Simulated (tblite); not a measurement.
Question: What does the GFN2-xTB structure of `C[Si@](N)(P)CC[SiH3]` look like in three dimensions?

Answer: 
```xyz
21
C3H14NPSi2 angstrom
C     -2.3514   -1.3931    0.7223
Si    -1.1826    0.0405    0.2605
N     -1.3662    1.2202    1.5181
P     -1.6011    0.9153   -1.7990
C      0.6563   -0.4748    0.2480
C      1.5469    0.6148   -0.3435
Si     3.3715    0.0958   -0.4525
H     -2.2099   -1.6859    1.7565
H     -3.3895   -1.1026    0.5967
H     -2.1752   -2.2632    0.0984
H     -2.2958    1.5272    1.7569
H     -0.7448    2.0138    1.5172
H     -1.2325   -0.2249   -2.4912
H     -2.9362    0.5556   -1.8171
H      0.7780   -1.3910   -0.3318
H      0.9790   -0.7022    1.2634
H      1.4558    1.5188    0.2619
H      1.1738    0.8767   -1.3387
H      4.1662    1.2000   -0.9928
H      3.8539   -0.2474    0.8879
H      3.4948   -1.0769   -1.3216
```

Orientation and origin are arbitrary. Atoms count from 1 in this order. Si7 (SiH3 silicon) is tetrahedral (angles from 109.1° to 109.8°). N3 (silicon-bound nitrogen) is pyramidal (angles 118.5°, 118.0° and 109.2°, sum 345.7°, 0.26 Å off the plane of its three neighbours). Si2 (four-coordinate silicon) is distorted tetrahedral (angles from 105.7° to 113.3°). Of the pairs four or more bonds apart, P4···H18 is among the closest relative to their van der Waals radii: 2.81 Å, 94 % of the sum of Bondi's values.

Bonds between heavy atoms (Å): C1–Si2 1.906, Si2–N3 1.734, Si2–P4 2.276, Si2–C5 1.910, C5–C6 1.526, C6–Si7 1.900.

The geometry is computed with GFN2-xTB (gas phase).

Point group: C1 (no symmetry element, even within 0.4 Å). Its GFN2-xTB frequencies are all real (lowest 40 cm⁻¹). One conformer, not necessarily the lowest (C1–Si2–N3–H -52° and 173°, C1–Si2–P4–H -66° and 26°, C1–Si2–C5–C6 171°, Si2–C5–C6–Si7 -177°). 3 starts were optimised and ended at 0.00, 0.10 and 1.15 kcal/mol (GFN2-xTB); the lowest of these is shown.
